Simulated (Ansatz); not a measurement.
Basis-set extrapolation for C2H3Cl2FSi (`C=C[Si](F)(Cl)Cl`) (PBE0-D4/def2-TZVP geometry, frozen core, Ansatz). Multiplicity 1, RHF reference.

|  | def2-TZVPP | def2-QZVPP |
| --- | --- | --- |
| HF | -1385.137947 | -1385.180801 |
| MP2 correlation | -1.055287 | -1.149679 |
| CCSD(T) correlation | -1.151413 | not run |

Energies in hartree. Use E(X) = E(∞) + A·exp(−7.88·√X) for Hartree–Fock and E(X) = E(∞) + B·X^(−2.97) for correlation, with X = 3 and 4, and add CCSD(T) minus MP2 of the smaller set to the MP2 limit.

Problem. What is the CCSD(T) energy at the basis-set limit?

Solution. HF limit: -1385.180801 + (-0.042854) × 0.13774 = -1385.18670. MP2 limit: -1.149679 + (-0.094392) × 0.74074 = -1.21960. Higher-order term: -1.151413 − (-1.055287) = -0.09613. Total: -1386.50243 hartree, 559.4 kJ/mol below CCSD(T)/def2-TZVPP.
